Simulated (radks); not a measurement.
Values are calculated unless marked as measured or tabulated.
Charge is removed step by step from the 5s down level of Tm3+, starting from [Kr] 4d10 4f12 5s(up 1, down 1) 5p6. Code: a radial shooting solver on a logarithmic mesh with Libxc functionals. Model: scalar-relativistic Kohn-Sham, SCAN, spin-polarised, spherical densities, finite nucleus; open shells are filled with parallel spins first (spin-orbit coupling, left out, can overturn this in heavy ions); meta-GGA in the generalised Kohn-Sham scheme; Fermi nuclear charge, rms radius 5.2256 fm.

[
 {"removed (e)": "0", "E - E(0) (eV)": "0.000", "eigenvalue (eV)": "-84.747"},
 {"removed (e)": "0.25", "E - E(0) (eV)": "21.635", "eigenvalue (eV)": "-88.424"},
 {"removed (e)": "0.5", "E - E(0) (eV)": "44.198", "eigenvalue (eV)": "-92.209"},
 {"removed (e)": "0.75", "E - E(0) (eV)": "67.747", "eigenvalue (eV)": "-96.281"}
]

The mean slope of the eigenvalue, de/dn, is 15.4 eV per electron.
